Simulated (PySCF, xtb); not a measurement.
B(Cl)(OH)(NH2) (BClH3NO), SMILES OB(N)Cl. The values are those of a single conformer.

Harmonic wavenumbers (cm⁻¹) from GFN2-xTB (xtb) at its own minimum, in rising order: 290, 334, 432, 466, 513, 534, 542, 843, 944, 1120, 1396, 1512, 3525, 3569, 3636.

### Question
What does B3LYP-D3(BJ)/def2-SVP (PySCF) give at its own minimum? (The exact figures need the calculation; the answer reports its results.)

### Answer
322, 374, 387, 427, 547, 584, 620, 902, 998, 1251, 1455, 1598, 3613, 3725, 3883. Paired by order, the mean absolute difference is 80 cm⁻¹ and the zero-point energies are 28.1 and 29.6 kcal/mol.
